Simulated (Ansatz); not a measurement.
| atom | x (Å) | y (Å) | z (Å) |
| --- | --- | --- | --- |
| S | 0.0000 | 0.0000 | -0.8758 |
| S | 0.0000 | 0.0000 | 0.8758 |

Basis set: def2-TZVP (spherical functions). Frozen core: 10 orbitals. Charge 0, multiplicity 3.

Computed with Ansatz (development build ahead of 0.2.0); each method stands on the lowest determinant of its kind that the runs found.

(1) Give the atomization energy at this shape (free ground-state atoms in the same class of orbitals less the molecule, no zero-point energy) of triplet S₂ by UHF-MP2, UHF.

## Answers

(1)

```json
{"method": "UHF-MP2", "atomization energy": "90.19 kcal/mol"}
{"method": "UHF", "atomization energy": "44.59 kcal/mol"}
```

Caution: the shape is not the minimum.
